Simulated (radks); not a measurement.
Lu IV, 68 electrons, occupied as [Xe] 4f13 6p1 (not the ground configuration).

Calculated with a radial shooting solver on a logarithmic mesh with Libxc functionals: scalar-relativistic Kohn-Sham, LDA (Slater exchange, Perdew-Wang correlation), spin-polarised, spherical densities, finite nucleus; open shells are filled with parallel spins first (spin-orbit coupling, left out, can overturn this in heavy ions); Fermi nuclear charge, rms radius 5.37 fm.

Energy parts (eV):
| part | energy |
|---|---|
| total | -395934.26 |
| kinetic | 432404.76 |
| electron-nucleus | -973148.38 |
| Hartree | 152698.14 |
| exchange-correlation | -7888.78 |

Orbitals (lengths in bohr, moments of r in powers of bohr; r(max) is where P^2 peaks):
| orbital | occ. | eigenvalue (eV) | r(max) | <1/r> |
|---|---|---|---|---|
| 1s up | 1 | -63210.09 | 0.01215 | 82.12 |
| 1s down | 1 | -63210.08 | 0.01215 | 82.12 |
| 2s up | 1 | -10795.17 | 0.06937 | 19.16 |
| 2s down | 1 | -10795.13 | 0.06937 | 19.16 |
| 2p up | 3 | -9507.796 | 0.05661 | 17.55 |
| 2p down | 3 | -9507.764 | 0.05661 | 17.55 |
| 3s up | 1 | -2477.951 | 0.1959 | 7.082 |
| 3s down | 1 | -2477.420 | 0.1959 | 7.083 |
| 3p up | 3 | -2091.469 | 0.1933 | 6.584 |
| 3p down | 3 | -2090.938 | 0.1932 | 6.585 |
| 3d up | 5 | -1625.819 | 0.1573 | 6.234 |
| 3d down | 5 | -1625.403 | 0.1573 | 6.235 |
| 4s up | 1 | -525.3912 | 0.4461 | 3.004 |
| 4s down | 1 | -524.3924 | 0.4461 | 3.004 |
| 4p up | 3 | -398.2847 | 0.4670 | 2.740 |
| 4p down | 3 | -397.3082 | 0.4670 | 2.739 |
| 4d up | 5 | -232.2651 | 0.4802 | 2.429 |
| 4d down | 5 | -231.3143 | 0.4803 | 2.428 |
| 4f up | 7 | -49.3038 | 0.4643 | 1.886 |
| 4f down | 6 | -48.4213 | 0.4646 | 1.882 |
| 5s up | 1 | -97.2411 | 1.031 | 1.164 |
| 5s down | 1 | -96.7515 | 1.032 | 1.162 |
| 5p up | 3 | -66.3001 | 1.168 | 0.9842 |
| 5p down | 3 | -65.8830 | 1.170 | 0.9832 |
| 6p up | 1 | -21.6829 | 3.023 | 0.3915 |
| 6p down | 0 | -20.5596 | 3.014 | 0.3901 |

The highest occupied level is 6p up at -21.683 eV. The electron density at the nucleus is 1.172e+06 e/bohr^3 (large components only). Summed over all electrons, <r^2> = 41.12 bohr^2, which gives a Langevin (diamagnetic) susceptibility term of -32.6 x 10^-6 cm^3/mol. The density falls to 0.001 e/bohr^3 at r = 4.20 bohr.
